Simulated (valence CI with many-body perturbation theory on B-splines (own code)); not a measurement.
E1 line list for Pt6+

Computed by configuration interaction combined with many-body perturbation theory (CI+MBPT): four valence electrons over a frozen Dirac-Fock core [Xe] 4f14, radial functions for each j: 7 s, 7 p, 8 d, 6 f, 4 g, 1 h, with the one-electron correlation potential Σ1, the two-electron term Σ2, the three-electron term Σ3, Breit, model QED; selected CI, second order for the rest, scaled by the run's own slope (own B-spline code, finite nucleus).

No measured levels were compared; by estimate terms of the open shell hold to 2 to 4 % of their energy, and close levels can change places; different configurations can be misplaced against each other by 1,000 to 8,000 cm⁻¹. The list stops below the first excitations out of the core.

Lines 51 to 100 of 600 in falling wavelength, among levels below 312470 cm⁻¹, chosen from the strongest by gf and those to the six lowest levels. Wavelengths and rates use the calculated energies, so an error of 2000 cm⁻¹ moves a line at 1175 Å by 2.3 % and its rate by three times that or more. Electric multipoles are in the length gauge, E1 and E2 with the static RPA response of the core. Weak lines are less certain than strong ones. Lines between different terms over intervals too small for the method are left out, as are lines whose strength nearly cancels. Where a level lies close to another of its J and parity, the split of strength between their lines is uncertain.

Levels are named by their leading jj configuration (3d3/2^4 stands for four electrons in 3d with j = 3/2), which in mixed levels can hold well under half, so a name can repeat and another be missing. Letters in brackets count levels of one name in rising energy.

```
λ vac (Å)                          Upper                       Lower   A (s⁻¹)  log gf  Branch %
     1175      (5d3/2 5d5/2^2 6p1/2) J=0  (5d3/2 5d5/2^2 6s) J=1 [a]  9.35e+08   -0.71      14.9
     1174  (5d3/2^2 5d5/2 6p3/2) J=3 [b]  (5d3/2 5d5/2^2 6s) J=3 [c]  1.70e+08   -0.61       1.6
     1173  (5d3/2^2 5d5/2 6p1/2) J=1 [a]  (5d3/2^2 5d5/2 6s) J=1 [a]  3.18e+08   -0.71       4.8
     1171  (5d3/2^2 5d5/2 6p1/2) J=2 [b]  (5d3/2^2 5d5/2 6s) J=2 [b]  3.22e+08   -0.48       4.7
     1168  (5d3/2 5d5/2^2 6p1/2) J=3 [a]  (5d3/2 5d5/2^2 6s) J=4 [a]  2.73e+08   -0.41       2.9
     1164  (5d3/2 5d5/2^2 6p1/2) J=4 [c]  (5d3/2 5d5/2^2 6s) J=4 [c]  3.21e+08   -0.23       2.2
     1162  (5d3/2 5d5/2^2 6p1/2) J=5 [c]  (5d3/2 5d5/2^2 6s) J=5 [b]  2.45e+08   -0.26       2.1
     1160  (5d3/2 5d5/2^2 6p1/2) J=1 [a]  (5d3/2 5d5/2^2 6s) J=2 [a]  5.89e+08   -0.45       4.7
     1160            (5d5/2^3 6p1/2) J=4  (5d3/2 5d5/2^2 6s) J=4 [c]  1.22e+08   -0.65       1.0
     1159  (5d3/2 5d5/2^2 6p1/2) J=2 [b]  (5d3/2 5d5/2^2 6s) J=2 [a]  3.36e+08   -0.47       7.0
     1159            (5d5/2^3 6p1/2) J=4            (5d5/2^3 6s) J=5  5.56e+08    0.00       4.4
     1158      (5d3/2^2 5d5/2 6p1/2) J=0  (5d3/2^2 5d5/2 6s) J=1 [a]  7.60e+08   -0.82      10.7
     1156  (5d3/2 5d5/2^2 6p1/2) J=3 [c]  (5d3/2 5d5/2^2 6s) J=3 [d]  1.87e+08   -0.58       1.8
     1156  (5d3/2^2 5d5/2 6p3/2) J=2 [c]  (5d3/2 5d5/2^2 6s) J=3 [c]  3.50e+08   -0.46       3.8
     1155  (5d3/2^2 5d5/2 6p1/2) J=2 [b]  (5d3/2^2 5d5/2 6s) J=1 [a]  1.94e+08   -0.71       2.8
     1151      (5d3/2 5d5/2^2 6p1/2) J=6      (5d3/2 5d5/2^2 6s) J=6  6.67e+08    0.24      12.1
     1151  (5d3/2^2 5d5/2 6p3/2) J=3 [c]  (5d3/2 5d5/2^2 6s) J=3 [c]  1.20e+08   -0.78       1.3
     1150            (5d3/2^3 6p1/2) J=2            (5d3/2^3 6s) J=1  7.86e+08   -0.11      53.5
     1148  (5d3/2^2 5d5/2 6p1/2) J=3 [a]  (5d3/2^2 5d5/2 6s) J=3 [a]  5.25e+08   -0.14      21.7
     1147      (5d3/2^2 5d5/2 6p1/2) J=5      (5d3/2^2 5d5/2 6s) J=5  5.91e+08    0.11      17.9
     1147  (5d3/2^2 5d5/2 6p3/2) J=3 [e]  (5d3/2 5d5/2^2 6s) J=4 [c]  1.64e+08   -0.65       1.2
     1145  (5d3/2 5d5/2^2 6p1/2) J=4 [c]  (5d3/2 5d5/2^2 6s) J=3 [d]  2.17e+08   -0.41       1.5
     1145            (5d5/2^3 6p1/2) J=1        (5d5/2^3 6s) J=2 [a]  8.71e+08   -0.29       6.7
     1144  (5d3/2 5d5/2^2 6p1/2) J=5 [b]      (5d3/2 5d5/2^2 6s) J=6  2.79e+08   -0.22       4.9
     1142  (5d3/2 5d5/2^2 6p1/2) J=5 [a]  (5d3/2 5d5/2^2 6s) J=5 [a]  5.18e+08    0.05      10.8
     1140            (5d3/2^3 6p3/2) J=2  (5d3/2 5d5/2^2 6s) J=3 [a]  1.84e+08   -0.75       1.5
     1139            (5d3/2^3 6p1/2) J=1            (5d3/2^3 6s) J=2  8.68e+08   -0.30      10.6
     1139            (5d5/2^3 6p1/2) J=5            (5d5/2^3 6s) J=5  3.22e+08   -0.16       4.0
     1138      (5d3/2^2 5d5/2 6p3/2) J=6  (5d3/2 5d5/2^2 6s) J=5 [b]  8.46e+07   -0.67       1.4
     1136  (5d3/2^2 5d5/2 6p1/2) J=4 [a]  (5d3/2^2 5d5/2 6s) J=4 [a]  5.80e+08    0.00      18.5
     1135  (5d3/2 5d5/2^2 6p1/2) J=3 [b]  (5d3/2 5d5/2^2 6s) J=4 [a]  2.56e+08   -0.46       1.9
     1133  (5d3/2^2 5d5/2 6p3/2) J=3 [e]  (5d3/2^2 5d5/2 6s) J=2 [c]  9.86e+07   -0.88       0.7
     1130  (5d3/2 5d5/2^2 6p1/2) J=4 [b]  (5d3/2 5d5/2^2 6s) J=4 [a]  1.12e+08   -0.71       1.0
     1129  (5d3/2^2 5d5/2 6p1/2) J=2 [a]  (5d3/2^2 5d5/2 6s) J=3 [a]  7.48e+08   -0.15      12.2
     1125  (5d3/2^2 5d5/2 6p1/2) J=1 [a]  (5d3/2^2 5d5/2 6s) J=2 [a]  2.22e+08   -0.90       3.4
     1124  (5d3/2^2 5d5/2 6p3/2) J=3 [d]  (5d3/2 5d5/2^2 6s) J=3 [c]  1.10e+08   -0.83       0.6
     1123  (5d3/2 5d5/2^2 6p1/2) J=3 [a]  (5d3/2 5d5/2^2 6s) J=3 [a]  3.67e+08   -0.31       3.9
     1120  (5d3/2 5d5/2^2 6p1/2) J=4 [b]  (5d3/2 5d5/2^2 6s) J=5 [a]  6.41e+08    0.04       5.8
     1118  (5d3/2 5d5/2^2 6p1/2) J=2 [c]  (5d3/2 5d5/2^2 6s) J=3 [c]  4.94e+08   -0.34       3.7
     1117  (5d3/2 5d5/2^2 6p1/2) J=2 [a]  (5d3/2 5d5/2^2 6s) J=3 [a]  8.21e+08   -0.12       6.6
     1116  (5d3/2 5d5/2^2 6p1/2) J=3 [d]  (5d3/2 5d5/2^2 6s) J=4 [c]  4.54e+08   -0.23       2.6
     1113        (5d5/2^3 6p1/2) J=2 [a]  (5d3/2 5d5/2^2 6s) J=2 [c]  1.37e+08   -0.89       1.4
     1108  (5d3/2 5d5/2^2 6p1/2) J=1 [b]  (5d3/2 5d5/2^2 6s) J=1 [a]  3.16e+08   -0.76       2.0
     1108  (5d3/2^2 5d5/2 6p1/2) J=2 [b]  (5d3/2^2 5d5/2 6s) J=2 [a]  2.65e+08   -0.61       3.9
     1108  (5d3/2 5d5/2^2 6p1/2) J=5 [c]      (5d3/2 5d5/2^2 6s) J=6  4.31e+08   -0.06       3.8
     1100  (5d3/2 5d5/2^2 6p1/2) J=4 [a]  (5d3/2^2 5d5/2 6s) J=4 [b]  1.38e+08   -0.65       3.1
     1099  (5d3/2 5d5/2^2 6p1/2) J=3 [c]  (5d3/2 5d5/2^2 6s) J=3 [c]  1.28e+08   -0.79       1.2
     1096  (5d3/2^2 5d5/2 6p1/2) J=3 [b]  (5d3/2^2 5d5/2 6s) J=4 [a]  9.68e+08    0.09      10.0
     1093      (5d3/2^2 5d5/2 6p1/2) J=5  (5d3/2^2 5d5/2 6s) J=4 [a]  1.51e+08   -0.53       4.6
     1092  (5d3/2 5d5/2^2 6p1/2) J=3 [b]  (5d3/2 5d5/2^2 6s) J=3 [a]  3.47e+08   -0.36       2.5
```

Q: How does gf follow from A for the line at 1171 Å?

A: gf = 1.4992 × (2J+1)_upper × A / σ², with σ = 85383 cm⁻¹ and 2J+1 = 5: gf = 0.331.
